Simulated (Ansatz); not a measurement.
A run for Ansatz (an electronic-structure program): U-PBE0/def2-TZVPP on MnCl, 2S+1 = 7, a spin state set in the input, which need not be the lowest, a point of a bond scan (R = 2.245 Å).

Ansatz 0.2 input:
```yaml
crystal:
  periodic: [false, false, false]
  atoms:
    - {symbol: Mn, position_ang: [0.00000000, 0.00000000, 0.00000000]}
    - {symbol: Cl, position_ang: [0.00000000, 0.00000000, 2.24482000]}
basis:
  gaussian:
    orbitals: def2-TZVPP
    pivot_positions_ang: [[0.00000000, 0.00000000, 0.00000000], [0.00000000, 0.00000000, 2.24482000]]
hamiltonian:
  xc: {name: PBE0}
magnetization: {spin_polarized: true, initial_magnetization: 6}
output: {forces: true, orbitals: {seedname: ./end}}
```

**Question.** What total energy does the run end on?

**Answer.** -1610.9007 hartree.
